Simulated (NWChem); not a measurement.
Species: GeH cation, singlet

```xyz
2

Ge     0.0000     0.0000    -0.0371
H      0.0000     0.0000     1.5688
```
Atoms are numbered in this order, from 1.

All runs: NWChem. Low-valent species are run as closed-shell singlets; no triplet was tried in these runs. The geometry was optimised at B3LYP/6-31G* (spherical d). GIAO values for the isolated, static molecule; σ is the absolute isotropic shielding, δ = σ(reference) − σ with the isolated reference molecule computed at the same levels (1H: tetramethylsilane).

```csv
level,σ Ge1 (ppm),δ H2 (ppm),relative time
PBE0/pcSseg-2,-527.2,9.14,5
KT2/pcSseg-1,-639.4,9.15,1
"LDA (Slater exchange, VWN5)/pcSseg-1",-1197.1,9.71,1
```

Times are rough ratios from one shared machine.
